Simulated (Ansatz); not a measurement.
Ansatz (a quantum-chemistry and plane-wave program) input (BHLYP/def2-TZVPD):

Ansatz 0.2 input:
```yaml
crystal:
  periodic: [false, false, false]
  atoms:
    - {symbol: Si, position_ang: [0.10447289, -0.70281868, -0.24812556]}
    - {symbol: C, position_ang: [1.36866695, 0.78789232, 0.01153212]}
    - {symbol: C, position_ang: [-1.48830673, 0.19376434, 0.49148243]}
    - {symbol: H, position_ang: [-0.21077650, -0.38543233, -1.73180232]}
    - {symbol: H, position_ang: [0.97139220, 1.76116089, -0.30850024]}
    - {symbol: H, position_ang: [2.30008238, 0.60891432, -0.53879389]}
    - {symbol: H, position_ang: [1.63941958, 0.87418218, 1.07118242]}
    - {symbol: H, position_ang: [-2.39856398, -0.36820260, 0.25054371]}
    - {symbol: H, position_ang: [-1.62217908, 1.22180930, 0.12720042]}
    - {symbol: H, position_ang: [-1.42415643, 0.23708976, 1.58584038]}
basis:
  gaussian:
    orbitals: def2-TZVPD
hamiltonian:
  xc: {name: BHLYP}
total_charge: -1
output: {forces: true}
```

Output:

```
Functional definition: BHLYP
integrals: 0.08 GiB planned
1128 factors; their error is unknown
mean field: 0.85 GiB planned
mean field evaluation 1: about -10062.3353 eV, gradient 3.4e1 eV
mean field evaluation 2: about -10062.8388 eV, gradient 3.0e1 eV
mean field evaluation 4: about -10065.1687 eV, gradient 7.3e-1 eV
mean field evaluation 8: about -10065.1799 eV, gradient 3.3e-1 eV
mean field evaluation 16: about -10065.1801 eV, gradient 2.3e-5 eV
mean field -10065.18005348 eV, -369.8885445414 hartree, gradient 2.3e-5 eV, S^2 0.000000; 0 other end points of the search recorded, 0 dependent functions left out
the calculation of the forces begins
reference -10065.18025772 eV, -369.8885520470 hartree; 17, 17 occupied and 163, 163 virtual orbitals, 1128 factors
Total energy: -10065.18025772 eV, -369.8885520470 hartree
Atom 0 at     0.104473    -0.702819    -0.248126 Å, force    -0.115348     0.476466    -0.096811 eV/Å
Atom 1 at     1.368667     0.787892     0.011532 Å, force     0.105313    -0.002478     0.049539 eV/Å
Atom 2 at    -1.488307     0.193764     0.491482 Å, force    -0.074768    -0.039927     0.079791 eV/Å
Atom 3 at    -0.210777    -0.385432    -1.731802 Å, force     0.044572    -0.094694     0.148103 eV/Å
Atom 4 at     0.971392     1.761161    -0.308500 Å, force     0.072701    -0.238204     0.063726 eV/Å
Atom 5 at     2.300082     0.608914    -0.538794 Å, force    -0.209163     0.040646     0.121921 eV/Å
Atom 6 at     1.639420     0.874182     1.071182 Å, force    -0.057736    -0.016693    -0.239955 eV/Å
Atom 7 at    -2.398564    -0.368203     0.250544 Å, force     0.203714     0.126506     0.052561 eV/Å
Atom 8 at    -1.622179     1.221809     0.127200 Å, force     0.049444    -0.243041     0.067633 eV/Å
Atom 9 at    -1.424156     0.237090     1.585840 Å, force    -0.018730    -0.008581    -0.246508 eV/Å
Dipole moment:    -0.103653     0.654129     0.192736 e Å
```

It need not be the lowest isomer of its formula. Whether it binds its extra electron was not tested at this geometry.
